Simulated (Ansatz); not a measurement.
[VBr4]- (VBr4⁻), relaxed as a singlet with RKS r2SCAN-D4/def2-SVPD in Ansatz, starting from the r2SCAN-D4/def2-SVPD geometry of the charge -1 triplet. Force threshold 0.02 eV/Å.

The restricted singlet is unstable towards broken spin symmetry in Hartree–Fock (as tested in another run); at r2SCAN-D4/def2-SVPD this wasn't settled. The highest occupied level of the charge -1 singlet lies above zero (up to 0.01 eV). The electron is either unbound and held by the finite basis, or the level is raised by self-interaction error. An occupied level of the charge -1 singlet lies above an empty one (by up to 0.51 eV), so this SCF solution is probably not the lowest. The relaxation made no stability test and no search for a lower SCF solution. At r2SCAN-D4/def2-SVPD a triplet of charge -1 lies 1.90 eV below the restricted singlet, each at its own geometry.

Start:

```xyz
5

V     0.000    0.000    0.000
Br   -0.926   -2.012    0.909
Br    1.108   -0.493   -2.064
Br    1.573    0.925    1.549
Br   -1.755    1.579   -0.394
```

Estimate the energy that the relaxation releases and the steps that it takes.

3.2 kJ/mol, in 3 steps; 8.5 s on 4 threads of Intel Xeon 6975P-C on a shared host. No frequencies were taken in this run, so the end may be a saddle point.

Does the start keep its bonding and symmetry?

By distances, no bond broke or formed. The bond that changes most is V1–Br3, from 2.39 to 2.38 Å (atoms count from 1). Point group Td at the start, D2d at the end, both within 0.05 Å.

Predict the relaxed structure.


```xyz
5

V     0.000    0.000    0.000
Br   -0.884   -2.047    0.824
Br    1.075   -0.585   -2.038
Br    1.507    1.001    1.543
Br   -1.698    1.631   -0.329
```
Bond lengths: 4 × Br–V 2.38 Å.
